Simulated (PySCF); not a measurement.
Mayer bond orders and bond lengths

Species: BEt2(vinyl), C6H13B.
Structure used (PBE0-D3(BJ)/def2-SVP), in Å, numbered top down from 1:
```
atom  x, y, z in Å
B1    -0.191   -0.062    0.002
C2     1.384   -0.126   -0.078
C3     1.960   -0.300    1.334
H4     1.769    0.817   -0.505
H5     1.753   -0.940   -0.725
H6     3.061   -0.294    1.331
H7     1.630    0.506    2.010
H8     1.637   -1.253    1.785
C9    -0.895    1.306    0.355
C10   -1.314    1.971   -0.966
H11   -0.227    1.987    0.908
H12   -1.794    1.149    0.976
H13   -1.808    2.941   -0.795
H14   -0.446    2.159   -1.619
H15   -2.017    1.341   -1.534
C16   -1.086   -1.317   -0.262
C17   -0.603   -2.533   -0.563
H18   -2.178   -1.223   -0.172
H19    0.474   -2.708   -0.669
H20   -1.246   -3.407   -0.714
```

Bond orders from the PBE0/pcSseg-1 density (PySCF). Geometry: PBE0-D3(BJ)/def2-SVP, one conformer, isolated molecule.

(1) Set the Mayer orders of the bonds beside their lengths.

Answers

(1) 
| bond | length (Å) | Mayer order |
| --- | --- | --- |
| B1–C2 | 1.579 | 0.980 |
| B1–C9 | 1.579 | 0.972 |
| B1–C16 | 1.564 | 0.986 |
| C2–C3 | 1.535 | 1.045 |
| C2–H4 | 1.105 | 0.946 |
| C2–H5 | 1.103 | 0.948 |
| C3–H6 | 1.101 | 0.967 |
| C3–H7 | 1.102 | 0.964 |
| C3–H8 | 1.102 | 0.964 |
| C9–C10 | 1.537 | 1.045 |
| C9–H11 | 1.103 | 0.953 |
| C9–H12 | 1.104 | 0.951 |
| C10–H13 | 1.102 | 0.966 |
| C10–H14 | 1.102 | 0.961 |
| C10–H15 | 1.102 | 0.962 |
| C16–C17 | 1.343 | 1.942 |
| C16–H18 | 1.099 | 0.946 |
| C17–H19 | 1.096 | 0.945 |
| C17–H20 | 1.096 | 0.949 |

Bonds between the same two heavy elements. B–C: all 3 within 0.02 of one another (0.972 to 0.986). C–C: lowest C2–C3 and C9–C10 (1.045, 1.535 Å), highest C16–C17 (1.942, 1.343 Å). Bonds named together lie within 0.004.

Task: Sum the orders of all bonds at each heavy atom with more than one neighbour.

Result: B1 2.938, C2 3.919, C3 3.940, C9 3.921, C10 3.934, C16 3.874, C17 3.836. Orders between atoms that aren't bonded are not in these sums.

Mayer orders depend on the basis set.
